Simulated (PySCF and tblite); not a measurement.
Results of a calculation; reference values are marked as such.
C6H9NO, numbered as in [N:1]#[C:2][C@@H:3]1[CH2:4][CH2:5][CH2:6][O:7][CH2:8]1.

The ensemble was built from 90 distance-geometry starts (ETKDG and KDG, MMFF94s, GFN2-xTB) and rests on PBE0-D3(BJ)/def2-SVP geometries. Free energies are PBE0-D3(BJ)/def2-TZVP single points with GFN2-xTB rigid-rotor and vibrational terms (modes under about 100 cm⁻¹ blended into free rotors). Symmetry numbers and mirror images are counted. Conformers within 4 kcal/mol (GFN2-xTB free energy) were kept, 7 at most. Codes: tblite and PySCF.

Rotational constants are equilibrium values for the commonest isotopes; dipoles come from the energy level named.

The 6-ring runs over atoms 3–4–5–6–7–8.

| conformer | shape | symmetry | weight % |
| --- | --- | --- | --- |
| 1 | 6-ring chair (all substituents equatorial) | C1 | 80.0 |
| 2 | 6-ring chair (C2 axial) | C1 | 20.0 |
| 3 | 6-ring twist-boat (ring torsions -62, 23, 43, -71, 27, 36°) | C1 | 0.0 |

Sets of constants, in random order:

```csv
set,A (MHz),B (MHz),C (MHz),abs μa (D),abs μb (D),abs μc (D)
P,4486,1446,1168,3.75,1.27,0.20
Q,3932,1571,1351,3.04,0.63,1.21
R,3220,1803,1587,3.32,1.28,3.13
```

(1) Match each set to its conformer.

Answers

(1) P is conformer 1, Q is conformer 3, R is conformer 2.
